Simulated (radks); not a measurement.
Task: All-electron atom: neutral neon in [Ne]. Method: non-relativistic Kohn-Sham, AM05, spin-unpolarised, spherical densities, point nucleus; computed with a radial shooting solver on a logarithmic mesh with Libxc functionals. Some entries of the table are withheld. Estimate them.

orbital,occ.,eigenvalue (eV),r(max) (bohr)
1s,2,-825.1488,(1)
2s,2,(2),(3)
2p,6,(4),(5)

Result: 
(1) 1s r(max) (bohr): 0.1032
(2) 2s eigenvalue (eV): -35.9600
(3) 2s r(max) (bohr): 0.6846
(4) 2p eigenvalue (eV): -13.2716
(5) 2p r(max) (bohr): 0.6224
